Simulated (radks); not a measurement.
Effect of the nuclear size on the strontium ion Sr13+, [Ar] 3d7. Method: Dirac Kohn-Sham, relativistic LDA (MacDonald-Vosko exchange, VWN5 correlation), spin-unpolarised, spherical densities, finite nucleus; open shells are shared between the two j in proportion to 2j + 1; Fermi nuclear charge, rms radius 4.224 fm; computed with a radial shooting solver on a logarithmic mesh with Libxc functionals. The rms radius is varied about that value; shifts are against it.

rms radius (fm)  total energy shift (eV)  density at nucleus (e/bohr^3)  1s1/2 shift (meV)  2s1/2 shift (meV)  3s1/2 shift (meV)  3p1/2 shift (meV)  3d5/2 shift (meV)  4s1/2 (empty) shift (meV)
3.7551                            -0.172                      6.095e+04              -72.7              -7.55              -1.37              0.095              0.083                     -0.363
3.8058                            -0.155                      6.087e+04              -65.2              -6.77              -1.23              0.085              0.074                     -0.326
4.224                                  0                      6.031e+04              0.000              0.000              0.000              0.000              0.000                      0.000
4.4605                            0.0939                      6.002e+04               39.6               4.11              0.748             -0.052             -0.045                      0.198
4.8745                             0.269                      5.955e+04                114               11.8               2.15             -0.149             -0.129                      0.568

Slopes of the eigenvalues against <r^2> in GHz/fm^2, as finite differences over the two radii next to the reference (eigenvalue slopes, not the field-shift constants of lines): 1s1/2 4690, 2s1/2 486, 3s1/2 88.4, 3p1/2 -6.12, 3d5/2 -5.33, 4s1/2 (empty) 23.4.
